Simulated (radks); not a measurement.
All-electron atom: Be in [He] 2s2. All-electron calculation, scalar-relativistic Kohn-Sham, exchange-only LDA, spin-unpolarised, spherical densities, finite nucleus; Fermi nuclear charge, rms radius 2.519 fm. Program: a radial shooting solver on a logarithmic mesh with Libxc functionals.

Unscreened Slater integrals over Kohn-Sham orbitals (cm^-1). Empty in this configuration: 2p.

| integral | value |
|---|---|
| F0(2s,2s) | 74549 |
| F0(2s,1s) | 105990 |
| G0(2s,1s) | 6614.0 |
| F0(2s,2p) | 65492 |
| G1(2s,2p) | 39575 |
| F0(1s,1s) | 487980 |
| F0(1s,2p) | 86485 |
| G1(1s,2p) | 5145.6 |
| F0(2p,2p) | 58597 |
| F2(2p,2p) | 25882 |
